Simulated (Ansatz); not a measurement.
Basis sets compared for `CCOCOCOCOCOCOC`. The state is a singlet with charge 0. Geometry PBE-D4/def2-SVP. Ansatz on 4 threads of AMD EPYC 7R43 on a shared host; times are rough, and most runs start from earlier orbitals.

```
atom   x (Å)   y (Å)   z (Å)
  C1   4.355   1.420   1.879
  C2   3.175   1.302   0.922
  O3   3.566   0.803  -0.363
  C4   3.686  -0.580  -0.496
  O5   2.561  -1.216  -1.091
  C6   1.553  -1.673  -0.235
  O7   0.751  -0.643   0.321
  C8  -0.018   0.055  -0.642
  O9  -1.089  -0.722  -1.137
 C10  -2.142  -0.888  -0.206
 O11  -2.880   0.300  -0.011
 C12  -3.728   0.617  -1.107
 O13  -4.842  -0.219  -1.201
 C14  -5.765  -0.056  -0.136
 H15   4.791   0.428   2.119
 H16   5.157   2.048   1.441
 H17   4.034   1.881   2.836
 H18   2.742   2.306   0.725
 H19   2.358   0.681   1.350
 H20   4.519  -0.764  -1.205
 H21   3.910  -1.074   0.484
 H22   0.927  -2.357  -0.847
 H23   1.975  -2.212   0.645
 H24   0.604   0.324  -1.520
 H25  -0.389   0.966  -0.126
 H26  -1.748  -1.169   0.794
 H27  -2.784  -1.695  -0.618
 H28  -3.181   0.510  -2.068
 H29  -4.022   1.681  -0.943
 H30  -5.302  -0.273   0.852
 H31  -6.598  -0.764  -0.309
 H32  -6.175   0.982  -0.107
```

Binding counts from free atoms (C triplet, O triplet, H doublet) in the same basis, without a counterpoise term.

```tsv
level	functions	energy (Eh)	HOMO (eV)	LUMO (eV)	binding per atom (eV)	wall time
HF/STO-3G	88	-752.8044	-9.06	14.04	3.40	1.5 s
HF/6-31G	162	-762.1683	-11.75	5.92	2.63	3.4 s
PBE-D4/def2-SVP	286	-765.5344	-6.06	0.85	4.30	8 s
PBE0-D4/def2-SVP	286	-765.5750	-7.72	1.72	4.20	15 s
```

Problem. Estimate the rows for PBE-D4/def2-TZVP (with forces), PBE0-D4/def2-TZVP.

Solution. 
| level | functions | energy (Eh) | HOMO (eV) | LUMO (eV) | binding per atom (eV) | wall time |
| --- | --- | --- | --- | --- | --- | --- |
| PBE-D4/def2-TZVP (with forces) | 542 | -766.4069 | -6.25 | 0.37 | 4.24 | 24 s |
| PBE0-D4/def2-TZVP | 542 | -766.4388 | -7.84 | 1.19 | 4.14 | 48 s |
